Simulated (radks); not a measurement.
The numbers below are computed, except where a source is named.
Numerical settings for the lanthanum ion La+, [Xe] 5d2. Level of theory: scalar-relativistic Kohn-Sham, LDA (Slater exchange, Perdew-Wang correlation), spin-unpolarised, spherical densities, point nucleus (a radial shooting solver on a logarithmic mesh with Libxc functionals). The defaults (mesh step 0.008 in ln r, mesh end at 40 bohr or more with all orbitals vanishing there, Anderson mixing 0.5 over 9 steps, residual threshold near 1e-9 with the energy settled to 1e-9 hartree or 1e-11 of itself, here a cap of 87 iterations) give E = -8486.6408 hartree and 5d at -7.363 eV in 15 iterations. Run on one thread of a shared host, so times are rough (Arm Neoverse V2): 0.13 s of CPU time, 0.13 s wall, 15 iterations on 2602 mesh points. Changes against that run (0 stands for a change within the tolerance of the run):

mesh step in ln r 0.005: iterations 15; converged yes; E (mhartree) 0; e(5d) (meV) 0; CPU (s) 0.2
mesh step in ln r 0.03: iterations 15; converged yes; E (mhartree) +0.00338; e(5d) (meV) 0; CPU (s) 0.04
mesh step in ln r 0.05: iterations 15; converged yes; E (mhartree) +0.0734; e(5d) (meV) -0.0032; CPU (s) 0.03
mesh end (bohr) 8: iterations 14; converged yes; E (mhartree) +2.75; e(5d) (meV) +161; CPU (s) 0.11
mesh end (bohr) 400: iterations 15; converged yes; E (mhartree) 0; e(5d) (meV) 0; CPU (s) 0.13
residual threshold 0.1: iterations 9; converged yes; E (mhartree) 0; e(5d) (meV) +0.303; CPU (s) 0.09
residual threshold 1e-13: iterations 21; converged yes; E (mhartree) 0; e(5d) (meV) 0; CPU (s) 0.15
mixing 1.5: iterations 14; converged yes; E (mhartree) 0; e(5d) (meV) 0; CPU (s) 0.12
linear mixing, mixing 0.8: iterations 36; converged yes; E (mhartree) 0; e(5d) (meV) 0; CPU (s) 0.27
linear mixing, mixing 0.5: iterations 30; converged yes; E (mhartree) 0; e(5d) (meV) 0; CPU (s) 0.2
mixing history 3: iterations 15; converged yes; E (mhartree) 0; e(5d) (meV) 0; CPU (s) 0.12
iteration cap 2: iterations 2; converged no; E (mhartree) +75.6; e(5d) (meV) -5.06e+03; CPU (s) 0.03

Settings that end as converged yet miss the energy by more than 1 mhartree: mesh end (bohr) 8 (+0.00275 hartree). A mesh that ends early acts as a hard wall.
